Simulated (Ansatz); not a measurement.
Coupled-cluster diagnostics for the cluster Cd₂Se, Ansatz.

Geometry of the singlet (PBE-D4/def2-TZVP):

```xyz
3

Cd    1.820   -1.748   -0.153
Cd   -1.820    1.748    0.150
Se    0.000    0.000    0.002
```

In the def2 sets Cd takes a core potential; there is no spin–orbit coupling. Correlated methods freeze 9 core orbitals; core or outer-core shells of Cd, Se are correlated, in sets that lack core-valence functions. At PBE0-D4/def2-TZVP a triplet of charge 0 lies 0.12 eV below the restricted singlet, each at its own geometry. The structure comes from a short search, and lower isomers may exist.

Estimate the CCSD(T) correlation energy, the shares of MP2 and (T), T1 and the reference's ⟨S²⟩ for: charge 0, singlet, own geometry in def2-TZVPP; and the rough time on 4 threads of Arm Neoverse V2 on a shared host.


```csv
state,basis,correlation (eV),MP2 share (%),(T) share (%),T1,⟨S²⟩ (pure),wall time,remarks
"charge 0, singlet, own geometry",def2-TZVPP,-45.969,101.2,3.5,0.013,0.00 (0.00),66 s,"flagged by the program, restricted SCF unstable"
```
Customary marks for T1 are 0.02 (closed shells), 0.045 (open shells) and about 0.05 (3d metals). T1 stays under 0.02 throughout.
